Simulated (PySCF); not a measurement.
Energy of C²⁺ (carbon, charge +2) between two integer charges

The 2s beta orbital of [He] 2s2 is emptied in steps (occupation f), with all orbitals relaxed, ending at [He] 2s1. All numbers are calculated (PySCF 2.14, no relativity, point nucleus, in def2-TZVPPD (6s3p3d1f, 37 functions)). The exact energy is a straight line in f; departures are measured from the line between the end points of the same method.

| f | UHF (eV) | LDA (eV) | PBE (eV) | PBE0 (eV) | LC-wPBE (eV) | BHandHLYP (eV) | CAM-B3LYP (eV) | B3LYP (eV) |
| --- | --- | --- | --- | --- | --- | --- | --- | --- |
| 1 | 0.000 | 0.000 | 0.000 | 0.000 | 0.000 | 0.000 | 0.000 | 0.000 |
| 0.9 | 0.028 | -0.609 | -0.605 | -0.449 | -0.172 | -0.307 | -0.324 | -0.490 |
| 0.7 | 0.063 | -1.406 | -1.398 | -1.036 | -0.392 | -0.719 | -0.752 | -1.137 |
| 0.5 | 0.073 | -1.649 | -1.642 | -1.216 | -0.455 | -0.862 | -0.893 | -1.345 |
| 0.3 | 0.060 | -1.355 | -1.353 | -1.003 | -0.372 | -0.737 | -0.752 | -1.122 |
| 0.1 | 0.025 | -0.558 | -0.556 | -0.412 | -0.156 | -0.324 | -0.325 | -0.473 |
| 0 | 0.000 | 0.000 | 0.000 | 0.000 | 0.000 | 0.000 | 0.000 | 0.000 |

| method | E(f=0) − E(f=1) (eV) | −ε at f=1 (eV) | −ε at f=0.5 (eV) |
| --- | --- | --- | --- |
| UHF | 45.776 | 46.091 | 45.766 |
| LDA | 46.937 | 40.145 | 47.086 |
| PBE | 47.099 | 40.348 | 47.227 |
| PBE0 | 47.036 | 42.027 | 47.133 |
| LC-wPBE | 47.201 | 45.265 | 47.268 |
| BHandHLYP | 47.021 | 43.610 | 46.971 |
| CAM-B3LYP | 47.201 | 43.597 | 47.204 |
| B3LYP | 47.224 | 41.766 | 47.268 |

Orbital energy along the path (eV):

```
  f      UHF      LDA      PBE     PBE0  LC-wPBE  BHandHLYP  CAM-B3LYP    B3LYP
  1  -46.091  -40.145  -40.348  -42.027  -45.265    -43.610    -43.597  -41.766
0.9  -46.020  -41.552  -41.746  -43.068  -45.690    -44.289    -44.332  -42.882
0.7  -45.888  -44.347  -44.517  -45.126  -46.503    -45.635    -45.783  -45.093
0.5  -45.766  -47.086  -47.227  -47.133  -47.268    -46.971    -47.204  -47.268
0.3  -45.654  -49.702  -49.834  -49.062  -47.954    -48.339    -48.610  -49.408
0.1  -45.550  -52.080  -52.318  -50.908  -48.647    -49.870    -50.087  -51.522
  0  -45.501  -52.471  -51.003  -49.696  -48.073    -50.334    -50.645  -51.939
```

As f goes to zero the orbital energy of a semilocal functional can turn back, because the density of that orbital vanishes from the exchange-correlation potential.

Reference removal energy between the ground levels: 47.888 eV (measured; NIST Atomic Spectra Database, ionization energies). UHF lacks correlation.
